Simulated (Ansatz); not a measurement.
C$_{3}$H$_{5}$BClF (`CC1(Cl)CB1F`). The species carries charge 0 and has multiplicity 1.

Cartesian coordinates in Å:
```
C -0.263 -0.775 -1.165
C -0.429 0.118 0.026
Cl -1.845 1.188 -0.094
C 0.843 0.830 0.618
B 0.011 -0.109 1.465
F -0.249 -0.625 2.635
H -1.132 -1.424 -1.288
H -0.135 -0.186 -2.078
H 0.617 -1.411 -1.039
H 0.812 1.907 0.762
H 1.769 0.490 0.158
```

List the harmonic frequencies (cm⁻¹, unscaled) at PBE0-D4/def2-TZVP in Ansatz. (Estimate.)

Ansatz gave: 82, 196, 245, 250, 315, 359, 467, 587, 678, 742, 842, 934, 948, 1017, 1097, 1127, 1256, 1372, 1406, 1469, 1487, 1629, 3044, 3115, 3120, 3133, 3196.

Is this a minimum?

Yes, all 27 modes are real.

Give the ideal-gas thermochemistry at 298.15 K and 1 bar (rigid rotor, harmonic oscillator; point group C1, symmetry number 1).

Zero-point energy 204.0 kJ/mol; H(298) − E = 224.4 kJ/mol; entropy 342.9 J/(mol·K), of which translation 167.1, rotation 115.1, vibration 60.7; G(298) − E = 122.2 kJ/mol. Modes under 100 cm⁻¹ are hindered rotations or soft bends, so the harmonic entropy is rough.

And at 400, 500, 600, 800 and 1000 K?


| T (K) | H − E (kJ/mol) | S (J/mol/K) | G − E (kJ/mol) |
| --- | --- | --- | --- |
| 400 | 236.5 | 377.4 | 85.5 |
| 500 | 250.3 | 408.3 | 46.2 |
| 600 | 265.9 | 436.6 | 3.9 |
| 800 | 300.8 | 486.6 | -88.5 |
| 1000 | 339.4 | 529.7 | -190.3 |

Rotational constants (cm⁻¹)?

0.1261, 0.07165, 0.05872.
